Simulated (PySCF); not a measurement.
# Reading the logs of faulty runs: AlBH5Si

Calculated results; nothing here was measured. The program is PySCF 2.14.0, an open-source quantum chemistry code, run on an isolated molecule that a program drew, which may never have been made. The molecule is AlBH5Si (charge 0, doublet), drawn as the SMILES string `[AlH][BH][SiH3]`.

Each row is a Hartree-Fock (HF) and frozen-core CCSD(T) single point in the cc-pV(D+d)Z basis, meant for a local HF minimum. Run 1 is clean. Each other run has one planted mistake out of seven kinds, and not every kind appears here: one electron removed, one electron added, multiplicity raised by two, geometry at a saddle point, minimal basis STO-3G, one bond length entered in bohr, all coordinates scaled. The reference is restricted for singlets and unrestricted otherwise, and also for a bond in bohr. Adding or removing an electron swaps singlet and doublet. Electrons count all cores. HOMO and LUMO are orbital energies over both spins, the gradient is its largest component, and the lowest frequency (negative if imaginary) is given only where the gradient is small. Bond lengths are over the 7 bonds as drawn. T1 is the CCSD diagnostic: over 0.02 (restricted) or 0.045 (unrestricted) a single reference is doubtful.

Geometry of the clean run:
```xyz
8
AlBH5Si, angstrom
Al   -1.6969   -0.0561    0.5315
B     0.2719    0.3386    1.1901
Si    1.8331   -0.9672    1.0645
H    -2.9342   -0.6372    1.3425
H     0.5411    1.4622    1.5316
H     1.4356   -2.3232    0.6033
H     2.8659   -0.4601    0.1232
H     2.4568   -1.1147    2.4063
```

| run | electrons | basis functions | <S^2> | HOMO (eV) | LUMO (eV) | gradient (hartree/bohr) | lowest frequency (cm^-1) | mean bond (Å) | longest bond (Å) | T1 | HF (hartree) | CCSD(T) (hartree) | mistake |
|---|---|---|---|---|---|---|---|---|---|---|---|---|---|
| 1 | 37 | 85 | 0.821 | -7.72 | 0.63 | 3.3e-05 | 72 | 1.6295 | 2.113 | 0.0325 | -558.37085 | -558.66770 | no fault |
| 2 | 37 | 85 | 1.677 | -7.79 | 0.48 | 9.0e-03 | - | 1.8185 | 2.810 | 0.0512 | -558.26681 | -558.55057 | one bond length entered in bohr |
| 3 | 38 | 85 | 0.000 | -0.78 | 5.90 | 1.9e-02 | - | 1.6295 | 2.113 | 0.0367 | -558.36916 | -558.71129 | one electron added |
| 4 | 36 | 85 | 0.000 | -15.47 | -6.24 | 2.9e-02 | - | 1.6295 | 2.113 | 0.0172 | -558.11492 | -558.40133 | one electron removed |
| 5 | 37 | 85 | 3.779 | -7.08 | -1.30 | 3.7e-02 | - | 1.6295 | 2.113 | 0.0237 | -558.27986 | -558.56329 | multiplicity raised by two |
| 6 | 37 | 28 | 0.802 | -3.97 | 7.14 | 3.4e-02 | - | 1.6295 | 2.113 | 0.0334 | -551.78318 | -551.92795 | ? |

**Which mistake was planted in run 6, and what did it cost?**

It has 28 basis functions where the clean run has 85, with the same electrons and geometry. So the mistake is: minimal basis STO-3G. Subtracting run 1 and multiplying by 627.51 kcal/mol a hartree, the energy moved by 4133.8 kcal/mol in HF and 4229.3 kcal/mol in CCSD(T).

Cautions from the logs. Run 2: T1 is over the limit, so its CCSD(T) energy is less reliable; run 3: T1 is over the limit, so its CCSD(T) energy is less reliable.
